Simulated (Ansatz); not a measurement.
B₄O₁₀H₈, a hydroxylated oxide cluster, relaxed as a singlet with RKS PBE-D4/def2-SVP in Ansatz, starting from the GFN2-xTB geometry. Force threshold 0.03 eV/Å.

In the singlet geometry the species has come apart into loosely held pieces.

Start:

```xyz
22

B     0.665   -1.024   -0.244
B     0.193    1.438    0.107
B     2.707    1.580    0.119
B    -3.375   -0.898    0.237
O     3.554    1.502    1.179
O     3.109    1.466   -1.180
O     1.980   -1.049    0.095
O    -0.042   -2.154   -0.572
O    -0.867    2.252    0.227
O    -0.051    0.111   -0.258
O     1.419    1.883    0.368
O    -4.645   -0.766    0.694
O    -2.796    0.169   -0.414
O    -2.744   -2.078    0.439
H     4.475    1.334    0.982
H     4.045    1.330   -1.332
H     2.418   -1.900    0.129
H     0.427   -2.988   -0.570
H    -1.718    1.822    0.075
H    -5.023    0.091    0.501
H    -1.879    0.005   -0.665
H    -1.851   -2.126    0.082
```

Problem. Estimate the energy that the relaxation releases and the steps that it takes.

Solution. 23.6 kJ/mol, in 14 steps; 42 s on 4 threads of Arm Neoverse V2 on a shared host. The force fell under the threshold at step 9, but the optimiser went on and released 0.003 eV more. No frequencies were taken in this run, so the end may be a saddle point.

Problem. Does the start keep its bonding?

Solution. By distances, no bond broke or formed. The bond that changes most is B2–O11, from 1.33 to 1.37 Å (atoms count from 1).

Problem. Predict the relaxed structure.

Solution. 
Cartesian coordinates in Å:
```
B 0.646 -1.024 -0.157
B 0.157 1.425 0.280
B 2.636 1.573 0.123
B -3.197 -0.841 0.114
O 3.701 1.838 0.953
O 2.729 1.053 -1.156
O 1.672 -1.129 0.749
O 0.140 -2.065 -0.928
O -0.944 2.178 0.518
O -0.020 0.159 -0.316
O 1.394 1.907 0.603
O -4.384 -0.757 0.798
O -2.735 0.292 -0.563
O -2.536 -2.040 0.139
H 4.566 1.626 0.567
H 3.637 0.853 -1.435
H 2.040 -2.020 0.861
H 0.578 -2.924 -0.807
H -1.766 1.692 0.267
H -4.761 0.135 0.713
H -1.837 0.132 -0.929
H -1.716 -2.064 -0.396
```
Bond lengths: 12 × B–O 1.36 to 1.41 Å; 8 × H–O 0.97 to 0.99 Å.
